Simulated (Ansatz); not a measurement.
```yaml
crystal:
  periodic: [false, false, false]
  atoms:
    - {symbol: C, position_ang: [-1.270354, -0.814493, 1.744928]}
    - {symbol: C, position_ang: [-1.012971, -0.076675, 0.465699]}
    - {symbol: F, position_ang: [-2.171214, -0.092095, -0.308256]}
    - {symbol: O, position_ang: [-0.004224, -0.709288, -0.225367]}
    - {symbol: C, position_ang: [0.527847, 0.016978, -1.315657]}
    - {symbol: C, position_ang: [1.809654, 0.709811, -0.949312]}
    - {symbol: F, position_ang: [1.568142, 1.736903, -0.052217]}
    - {symbol: H, position_ang: [-2.121184, -0.372751, 2.263523]}
    - {symbol: H, position_ang: [-1.486292, -1.860691, 1.523744]}
    - {symbol: H, position_ang: [-0.391186, -0.759266, 2.387717]}
    - {symbol: H, position_ang: [-0.782868, 0.983162, 0.623098]}
    - {symbol: H, position_ang: [0.736440, -0.700389, -2.115107]}
    - {symbol: H, position_ang: [-0.202967, 0.736537, -1.697987]}
    - {symbol: H, position_ang: [2.275984, 1.140908, -1.841178]}
    - {symbol: H, position_ang: [2.503293, 0.010550, -0.474227]}
basis:
  gaussian: {orbitals: pcseg-2, point_charges: [{charge: -1.00, position_ang: [5.097, 0.658, 0.954]}]}
magnetization: {spin_polarized: true, initial_magnetization: 2}
hamiltonian: {xc: {name: HF}}
correlation: {active_space: {window: {electrons: 6, orbitals: 2}}}
```

```sh
$ ansatz run in.yaml --threads 8 --pin off --events-out ev --progress --plain --max-ram 18278MiB
```

Shortened log:

```
Error: invalid value for `correlation.active_space`: it starts from restricted Hartree–Fock orbitals; set hamiltonian.xc: hf without magnetization.spin_polarized
```
